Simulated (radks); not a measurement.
Question: Ionisation of neutral hafnium, [Xe] 4f14 5d2 6s2, to [Xe] 4f14 5d1 6s2 as the strength of local exchange is varied. Calculated with a radial shooting solver on a logarithmic mesh with Libxc functionals: scalar-relativistic Kohn-Sham, Slater X-alpha exchange (alpha = 2/3 is LDA exchange), no correlation, spin-unpolarised, spherical densities, point nucleus.

alpha  E(Hf) (hartree)  exchange (hartree)  IE (eV)  -e of the level emptied (eV)  <r> of it (bohr)
0.667      -15061.9613           -291.2347    5.593                    1.875 (5d)             2.574
0.674      -15065.0323           -294.3572    5.659                    1.926 (5d)             2.563
0.722      -15086.1095           -315.8050    6.120                    2.282 (5d)             2.497
0.766      -15105.4587           -335.5214    6.558                    2.627 (5d)             2.440
0.844      -15139.8263           -370.6046    7.368                    3.280 (5d)             2.351
0.922      -15174.2790           -405.8551    8.220                    3.983 (5d)             2.273
0.986      -15202.6113           -434.9035    8.950                    4.595 (5d)             2.215
?          -15230.1128           -463.1512    9.682                    5.219 (5d)             2.163

Which alpha was used in the last row?

Answer: alpha = 1.048. NIST Atomic Spectra Database: 6.825 eV (measured). The Delta-SCF value meets it near alpha = 0.79. Spin polarisation and multiplet splitting are left out, so open shells lie too high by an amount that depends on their filling. Spin-orbit splitting is averaged out at the scalar-relativistic level.

Beside tabulated values, note that spin-unpolarised runs miss the spin-polarisation part of the exchange energy of open shells.
